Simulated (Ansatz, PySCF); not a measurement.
Energy difference R1 + R2 → P1 + P2, each structure at its B3LYP-D3(BJ)/def2-TZVP stationary point, reached from a drawn start (curvature not checked).
R1, H4O4Si (SMILES O[Si](O)(O)O) (charge 0, multiplicity 1):
```xyz
9

O      0.7077     1.1988    -0.8583
Si     0.0000     0.0000     0.0000
O     -1.0412     0.7230     1.0333
O     -0.6733    -1.0152    -1.0911
O      1.0068    -0.9065     0.9160
H      0.9059     2.0149    -0.3923
H     -1.3326     0.2121     1.7926
H     -1.0671    -0.6211    -1.8735
H      1.4939    -1.6059     0.4731
```
R2: HF (SMILES F), charge 0, multiplicity 1.
P1: FH3O3Si (SMILES O[Si](O)(O)F), charge 0, multiplicity 1.
P2, H2O (SMILES O) (charge 0, multiplicity 1):
```xyz
3

O      0.00714     0.38956     0.00000
H     -0.76845    -0.18075     0.00000
H      0.76131    -0.20880     0.00000
```

P less R. No zero-point or thermal terms. One arrangement of each flexible species, with no search for the lowest.

Correlated levels freeze the cores.

The values were computed with Ansatz (a first-principles code); PySCF for the D3/D4 terms. No computed number here is a measurement.

The comparison value is -8.93 kcal/mol (CCSD(T)/cc-pV(T+d)Z). It is a level with limits of its own, not the exact answer.

Problem. Order these levels by how close they come to the comparison value for the reaction energy, closest first: SVWN5/def2-TZVPP, PBE0-D3(BJ)/def2-TZVPP, BHLYP/def2-TZVPP, revPBE-D4/def2-TZVPP. Give each level's value less the comparison value.

Solution. PBE0-D3(BJ)/def2-TZVPP (-0.04 kcal/mol), revPBE-D4/def2-TZVPP (0.44 kcal/mol), SVWN5/def2-TZVPP (0.63 kcal/mol), BHLYP/def2-TZVPP (-1.49 kcal/mol)
